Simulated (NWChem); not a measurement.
System: MgHF; SMILES [F][MgH]

Program: NWChem. The level has its own optimisation; frequencies are unscaled.

Q: Estimate the computed values for PBE0/def2-SVP. Quantities: r H–Mg (Å); r F–Mg (Å); highest harmonic frequency (cm⁻¹); lowest (cm⁻¹); zero-point energy (kcal/mol); dipole (D).

A: The r H–Mg (Å) comes out as 1.688, the r F–Mg (Å) is 1.761 and the highest harmonic frequency (cm⁻¹) comes out as 1660. The lowest (cm⁻¹) is 301 and the zero-point energy (kcal/mol) is 3.9. The dipole (D) is 1.47.
